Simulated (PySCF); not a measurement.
Species: CH₅BO₃.
Cartesian coordinates in Å at the PBE0-D3(BJ)/def2-SVP level; atoms count from 1:
```xyz
10
CH5BO3 angstrom
O     -0.716   -1.523   -0.340
C     -0.513   -0.138   -0.601
B      0.607    0.468    0.363
O      0.888    1.793    0.478
O      1.335   -0.411    1.090
H     -1.291   -1.595    0.429
H     -0.164   -0.064   -1.647
H     -1.464    0.428   -0.574
H      0.323    2.348   -0.064
H      1.034   -1.299    0.846
```

Theory: TDDFT CAM-B3LYP/def2-SVPD, vertical, gas phase, core orbitals frozen in the response in PySCF.

Ground-to-excited transition dipoles (e·a0, same axes as the geometry; the sign carries no meaning), for the states with f of 0.002 or more among the lowest 8:

```json
{"state": "S2", "E (eV)": "7.377", "μx": "-0.276", "μy": "0.042", "μz": "-0.245"}
{"state": "S3", "E (eV)": "7.938", "μx": "-0.002", "μy": "0.073", "μz": "0.202"}
{"state": "S4", "E (eV)": "8.167", "μx": "-0.037", "μy": "-0.019", "μz": "0.105"}
{"state": "S5", "E (eV)": "8.416", "μx": "0.163", "μy": "0.024", "μz": "0.064"}
{"state": "S6", "E (eV)": "8.527", "μx": "0.140", "μy": "-0.133", "μz": "-0.016"}
{"state": "S7", "E (eV)": "8.616", "μx": "-0.041", "μy": "-0.245", "μz": "0.135"}
{"state": "S8", "E (eV)": "8.725", "μx": "-0.222", "μy": "0.113", "μz": "0.202"}
```

Question: What oscillator strength does each state have?

Answer: f = (2/3) ΔE |μ|² with ΔE in hartree (27.2114 eV).

```tsv
state	|μ|² (au)	|μ| (D)	f
S2	0.138	0.94	0.025
S3	0.046	0.55	0.009
S4	0.013	0.29	0.003
S5	0.031	0.45	0.006
S6	0.037	0.49	0.008
S7	0.080	0.72	0.017
S8	0.103	0.82	0.022
```

Question: Which bond between heavy atoms lies closest to the direction of the S2 transition dipole?

Answer: C2–B3, at 29° from it; next B3–O5 at 34°.

Question: What angle do the transition dipoles of S2 and S8 make?

Answer: |cos θ| = |μa·μb| / (|μa| |μb|) = 0.14, so θ ≈ 82° (taken between 0 and 90°, since the signs are arbitrary).

Question: How is the summed strength of these states shared among x, y and z?

Answer: (2/3) Σ ΔE μα² gives 0.034 for x, 0.021 for y and 0.034 for z, 0.090 in all.

The vertical ionisation energy (ΔSCF) is 10.66 eV, 1.94 eV above S8.

One conformer stands for the species.

Without π bonds the low states may be Rydberg-like; a valence basis with one diffuse set may place them up to an eV too high.
